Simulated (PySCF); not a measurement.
**TaF⁺: from constants to spectrum**

UHF-CCSD(T) constants of TaF⁺, ⁴Σ⁻ (quartet), unpaired electrons σ ↑, δ ↑↑ (Ta def2-TZVPPD with ECP60, F def2-TZVPPD; scalar-relativistic core potentials (PySCF 2.14); masses 180.9480 and 18.9984 u):

- ωe: 799.4 cm⁻¹
- ωexe: 2.75 cm⁻¹
- Be: 0.30921 cm⁻¹
- αe: 0.00151 cm⁻¹
- D (centrifugal): 1.85e-07 cm⁻¹
- De to Ta⁺ (5d3 6s1) + F: 6.03 eV

Q: Give the vibrational terms G(v) and spacings up to v = 6.

A: G(v) = ωe(v+½) − ωexe(v+½)².

```json
{"v": "0", "G(v) (cm⁻¹)": "399.0", "G(v) − G(v−1)": "", "Bv (cm⁻¹)": "0.3085"}
{"v": "1", "G(v) (cm⁻¹)": "1192.9", "G(v) − G(v−1)": "793.9", "Bv (cm⁻¹)": "0.3069"}
{"v": "2", "G(v) (cm⁻¹)": "1981.3", "G(v) − G(v−1)": "788.4", "Bv (cm⁻¹)": "0.3054"}
{"v": "3", "G(v) (cm⁻¹)": "2764.2", "G(v) − G(v−1)": "782.9", "Bv (cm⁻¹)": "0.3039"}
{"v": "4", "G(v) (cm⁻¹)": "3541.6", "G(v) − G(v−1)": "777.4", "Bv (cm⁻¹)": "0.3024"}
{"v": "5", "G(v) (cm⁻¹)": "4313.5", "G(v) − G(v−1)": "771.9", "Bv (cm⁻¹)": "0.3009"}
{"v": "6", "G(v) (cm⁻¹)": "5079.9", "G(v) − G(v−1)": "766.4", "Bv (cm⁻¹)": "0.2994"}
```

Q: How well does the Morse estimate ωe²/(4ωexe) reproduce De, and what is D0?

A: It gives 7.20 eV, 119 % of the computed De. D0 = De − G(0) = 6.03 − 0.05 = 5.98 eV.

Correlated steps freeze 1 core orbital. These are scalar-relativistic numbers at best; spin–orbit coupling would shift them, the dissociation energy most. For an ion De counts to the pair picked by the measured ionisation energies or electron affinities, which need not be the lowest pair at this level. The state is the lowest single determinant that the PBE0 search found; with open d or f shells the true ground state can be another one.
